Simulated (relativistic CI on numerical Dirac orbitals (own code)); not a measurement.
**From line strength to rate: Os 3301.56 Å (air)**

Problem. For 5d6 6s2 5D_4 – 5d6 6s 6p 7F°_5 of Os a semi-empirical relativistic CI calculation gives the line strength S = 1.51 e²a₀² in the length gauge. The measured levels are 0.00 and 30279.95 cm⁻¹ (NIST Handbook). Find gf, f, A and the partial lifetime.

Working.
1. σ = 30279.95 − 0.00 = 30279.95 cm⁻¹, so the vacuum wavelength is 10⁸/σ = 3302.52 Å.
2. gf = 303.756 S/λ(Å) = 0.1389, log gf = -0.857; with g = 9 for the lower level, f = 0.0154.
3. A = 2.02613 × 10¹⁸ S/(g_u λ³) with g_u = 11: A = 7.72 × 10^6 s⁻¹.
4. The partial lifetime for this S is 1/A = 130 ns; in the calculation this line carries 95 % of the decay of the upper level.

Check. The Handbook lists A = 9.90 × 10^6 s⁻¹, a tabulated value with its own uncertainty (a few per cent for the best lines, 25 % or more for others); ours lies 22 % below it. The velocity form of the same calculation gives S = 1.33, and the gap between the two forms is a rough gauge of the error in S. With the computed energy (29612 cm⁻¹) in place of the measured one the rate would change by the factor (σ_calc/σ)³ = 0.94.
